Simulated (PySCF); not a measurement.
Identify the unknown among the candidates.

All candidates are C9H14.

| technique | computed result |
| --- | --- |
| Dipole | 0.27 D [PBE0/pcSseg-1] |
| 13C NMR | chemical shifts (computed TMS as zero) by class: 91.1 (1 C), 84.7 (1 C), 47.4 (1 C), 36.1 (1 C), 31.4 (1 C), 26.3 (1 C), 25.3 (1 C), 13.8 (1 C), 5.0 (1 C) ppm [GIAO PBE0/pcSseg-1] |
| Rotational structure | rotational constants A, B, C: 2.137, 1.026, 0.744 GHz [GFN2-xTB] |
| 1H NMR | chemical shifts (computed TMS as zero) by class: 2.37 (1 H), 2.13 (1 H), 2.08 (1 H), 2.04 (1 H), 1.99 (3 H), 1.94 (1 H), 1.64 (1 H), 1.47 (1 H), 1.18 (1 H), 1.05 (3 H) ppm [GIAO PBE0/pcSseg-1] |

The electronic properties come from PySCF, for the isolated species, density fitting. Levels stand in brackets. One conformer (not necessarily the lowest) at the GFN2-xTB geometry, without solvent, vibrations or thermal averaging. GFN2-xTB frequencies show an imaginary mode (37i cm⁻¹), so this geometry is no minimum at that level. Each NMR value is the plain mean over a class of atoms that symmetry, rotation or inversion makes alike.

Question: Which candidate is it?
A. `C=CC(=C)C(=C)CCC`
B. `C=CC(C=C)=C(C)CC`
C. `CC#C/C(C)=C(\C)CC`
D. `CCC1=CC=CC1(C)C`
E. `CC#C[C@@H]1CC[C@H]1CC`

Answer: E. It is `CC#C[C@@H]1CC[C@H]1CC`. Numbering: `[CH3:1][C:2]#[C:3][C@@H:4]1[CH2:5][CH2:6][C@H:7]1[CH2:8][CH3:9]`. Its formula, C9H14, gives 3 degrees of unsaturation: 1 ring and 2 π bonds in the structure found. 9 carbons fall into 9 classes; from least to most shielded: alkyne carbon [C3] (91.1 ppm), alkyne carbon [C2] (84.7 ppm), four-membered-ring carbon [C7] (47.4 ppm), chain CH2 carbon [C8] (36.1 ppm), propargylic carbon [C4] (31.4 ppm), four-membered-ring carbon [C5] (26.3 ppm), four-membered-ring carbon [C6] (25.3 ppm), methyl carbon [C9] (13.8 ppm), propargylic carbon [C1] (5.0 ppm). Hydrogen classes from least to most shielded: 1 H on a propargylic carbon, C4 (2.37 ppm), 1 H on a four-membered-ring carbon, C5 (2.13 ppm), 1 H on a four-membered-ring carbon, C7 (2.08 ppm), 1 H on a four-membered-ring carbon, C6 (2.04 ppm), 3 H on a propargylic carbon, C1 (1.99 ppm), 1 H on a four-membered-ring carbon, C5 (1.94 ppm), 1 H on a chain CH2 carbon, C8 (1.64 ppm), 1 H on a four-membered-ring carbon, C6 (1.47 ppm), 1 H on a chain CH2 carbon, C8 (1.18 ppm), 3 H on a methyl carbon, C9 (1.05 ppm). The optimised geometry has point group C1 and is an asymmetric top.

The others, at the same levels:
- `CCC1=CC=CC1(C)C` fails: it has 8 carbon classes against 9; its computed 13C shifts are 170.3 (1 C), 155.4 (1 C), 135.9 (1 C), 128.1 (1 C), 55.9 (1 C), 24.4 (2 C), 23.7 (1 C), 13.0 (1 C) ppm, 1H shifts are 6.56 (1 H), 6.54 (1 H), 6.11 (1 H), 2.22 (2 H), 1.35 (3 H), 1.10 (6 H) ppm and rotational constant A is 2.339 GHz (against 2.137 GHz).
- `C=CC(C=C)=C(C)CC` fails: its computed 13C shifts are 145.0 (1 C), 144.7 (1 C), 142.3 (1 C), 139.2 (1 C), 127.7 (1 C), 125.1 (1 C), 32.8 (1 C), 22.6 (1 C), 14.8 (1 C) ppm, 1H shifts are 6.96 (1 H), 6.66 (1 H), 5.81 (1 H), 5.74 (1 H), 5.72 (1 H), 5.55 (1 H), 2.21 (2 H), 1.87 (3 H), 1.06 (3 H) ppm and rotational constant A is 2.259 GHz (against 2.137 GHz).
- `C=CC(=C)C(=C)CCC` fails: its computed 13C shifts are 158.9 (1 C), 156.5 (1 C), 147.9 (1 C), 125.1 (1 C), 121.2 (1 C), 120.4 (1 C), 49.0 (1 C), 27.9 (1 C), 17.5 (1 C) ppm, 1H shifts are 6.78 (1 H), 5.86 (1 H), 5.55 (1 H), 5.52 (1 H), 5.38 (1 H), 5.29 (1 H), 5.03 (1 H), 2.24 (2 H), 1.38 (2 H), 1.01 (3 H) ppm and smallest rotational constant is 1.008 GHz (against 0.744 GHz).
- `CC#C/C(C)=C(\C)CC` fails: its computed 13C shifts are 152.9 (1 C), 119.1 (1 C), 96.9 (1 C), 88.1 (1 C), 30.9 (1 C), 25.8 (1 C), 21.2 (1 C), 14.5 (1 C), 5.8 (1 C) ppm, 1H shifts are 2.22 (3 H), 2.15 (2 H), 2.13 (3 H), 1.91 (3 H), 0.95 (3 H) ppm and rotational constant A is 3.077 GHz (against 2.137 GHz).

Each candidate is one conformer, not necessarily the lowest. The conformers computed, where there is a choice (atom-mapped SMILES and torsion angles):
- `[CH3:1][C:2]#[C:3][C@@H:4]1[CH2:5][CH2:6][C@H:7]1[CH2:8][CH3:9]`: C6–C7–C8–C9 175°
- `[CH3:1][CH2:2][C:3]1=[CH:4][CH:5]=[CH:6][C:7]1([CH3:8])[CH3:9]`: C1–C2–C3–C4 0°
- `[CH2:1]=[CH:2][C:3]([CH:4]=[CH2:5])=[C:6]([CH3:7])[CH2:8][CH3:9]`: C1–C2–C3–C4 24°, C2–C3–C4–C5 42°, C3–C6–C8–C9 -95°
- `[CH2:1]=[CH:2][C:3](=[CH2:4])[C:5](=[CH2:6])[CH2:7][CH2:8][CH3:9]`: C1–C2–C3–C4 -173°, C2–C3–C5–C6 62°, C3–C5–C7–C8 69°, C5–C7–C8–C9 -177°
- `[CH3:1][C:2]#[C:3]/[C:4]([CH3:5])=[C:6](\[CH3:7])[CH2:8][CH3:9]`: C4–C6–C8–C9 83°
